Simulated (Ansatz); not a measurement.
The same hydrolysis along the group B, Al, Ga, In.

Program: Ansatz. Geometries: PBE0-D4/def2-TZVP. ΔE: electronic, gas phase. CCSD(T)/CBS is the MP2 limit (def2-TZVPP, def2-QZVPP) plus CCSD(T) − MP2 in def2-TZVPP, frozen cores. This one scheme is used for every species. For Br, Ga outer-core shells are correlated without core-valence functions, which leaves a few kJ/mol of doubt a bond. Scalar relativity is left out up to krypton. One conformer a species, not always the lowest.

(1) Order these by ΔE at CCSD(T)/CBS, lowest first. (An estimate is asked.)
A. `[F][Al]([Br])[Br]` + H₂O → `[OH][Al]([Br])[Br]` + H–F
B. `[F][Ga]([Br])[Br]` + H₂O → `[OH][Ga]([Br])[Br]` + H–F
C. `FB(Br)Br` + H₂O → `OB(Br)Br` + H–F

Largest T1 diagnostic: 0.010, for `[OH][Ga]([Br])[Br]`.

Results:

(1) C (-0.5 kcal/mol), B (+3.9 kcal/mol), A (+10.0 kcal/mol).
